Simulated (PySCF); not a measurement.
SMILES F[SiH2]C#C[Si](F)(F)F (C₂H₂F₄Si₂) (PBE0/def2-SVP optimised geometry):

```
10

Si     2.478    -0.061     0.015
F      3.012     0.716    -1.300
C      0.638    -0.025    -0.002
C     -0.585    -0.016     0.000
Si    -2.389    -0.016     0.000
F     -2.946    -0.763     1.295
F     -2.962     1.472     0.000
F     -2.956    -0.766    -1.288
H      2.930    -1.472    -0.045
H      2.962     0.649     1.224
```

Method: PBE0/def2-TZVP (PySCF 2.14.0).

**Question.** What are the frontier orbital energies and the dipole moment?

**Answer.** HOMO-2 -10.63 eV, HOMO-1 -9.48 eV, HOMO -9.25 eV, LUMO -2.00 eV, LUMO+1 -1.62 eV; dipole moment 2.28 D.

On the same geometry PBE/def2-TZVP (PySCF) gives HOMO-2 -9.09 eV, HOMO-1 -8.21 eV, HOMO -7.98 eV, LUMO -2.87 eV, LUMO+1 -2.49 eV; dipole moment 2.12 D.

Meta-Löwdin charges at PBE0/def2-TZVP: Si1 0.97, F2 -0.50, C3 -0.23, C4 -0.31, Si5 1.69, F6 -0.48, F7 -0.48, F8 -0.48, H9 -0.09, H10 -0.09.
